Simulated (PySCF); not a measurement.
## Strontium: a sound run and one with changed settings

Sound run: Sr [Kr] 5s2, Sr⁺ [Kr] 5s1. All numbers are calculated (PySCF 2.14, scalar relativity by spin-free X2C-1e, in cc-pVDZ-X2C). In the sound run the correlated levels freeze [Kr]. The sound run starts from symmetry-adapted Hartree-Fock orbitals and uses a fine grid where one is needed.

Changed run: basis STO-3G, all-electron and non-relativistic. This setting is unsound on purpose.

| species | method | sound run (hartree) | changed run (hartree) | converged |
| --- | --- | --- | --- | --- |
| Sr | UHF | -3177.34482 | -3099.11673 | yes |
| Sr | LDA | -3175.09491 | -3096.46528 | yes |
| Sr | B3LYP | -3179.31128 | -3100.59263 | yes |
| Sr | MP2 | -3177.36070 | -3099.13044 | yes |
| Sr | CCSD(T) | -3177.36987 | -3099.13998 | yes |
| Sr⁺ | UHF | -3177.17020 | -3099.06918 | yes |
| Sr⁺ | LDA | -3174.87785 | -3096.34909 | yes |
| Sr⁺ | B3LYP | -3179.09822 | -3100.48700 | yes |

Ionisation energy of Sr:

| method | sound run (eV) | changed run (eV) |
| --- | --- | --- |
| UHF | 4.752 | 1.294 |
| LDA | 5.906 | 3.162 |
| B3LYP | 5.798 | 2.874 |
| MP2 | 5.184 | 1.667 |
| SCS-MP2 | 5.270 | 1.742 |
| CCSD | 5.433 | 1.927 |
| CCSD(T) | 5.433 | 1.927 |
| CCSDT | 5.433 | 1.927 |
| FCI | 5.433 | 1.927 |

A minimal basis cannot let orbitals breathe on ionisation and holds almost no correlation. The Hamiltonian changed with the basis, so the totals do not compare.

For comparison, NIST gives 5.695 eV between the lowest levels.
